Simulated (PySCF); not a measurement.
C2H12N2Si2, SMILES C[Si@H](CN)N[SiH3].

Geometry optimised at B3LYP-D3(BJ)/def2-SVP. The structure was generated by enumeration; whether it is a known compound was not checked. One conformer was computed; it need not be the lowest.

Two levels are set side by side: PBE/def2-TZVP (PySCF) and HF/def2-TZVP (PySCF). Same geometry, gas phase. Differences are taken from unrounded values.

| quantity | PBE |
|---|---|
| orbital gap (eV) | 4.65 |
| highest occupied level (eV) | -5.26 |
| lowest empty level (eV) | -0.61 |
| dipole moment (D) | 0.66 |

These are the PBE values. What does HF give? (An estimate is asked for; the answer gives what the named calculation found.)


```
quantity                         HF  PBE minus HF
---------------------------  ------  ------------
orbital gap (eV)              13.33         -8.68
highest occupied level (eV)  -10.23          4.97
lowest empty level (eV)        3.10         -3.71
dipole moment (D)              0.74         -0.08
```

PBE's occupied levels lie high since its potential decays too fast outside the molecule; exact exchange lowers them and widens the gap. Differences between two approximate levels are no errors against the true value.

Rough cost on one machine, each run with all the roots and properties that it gave: HF against PBE about 1/8.
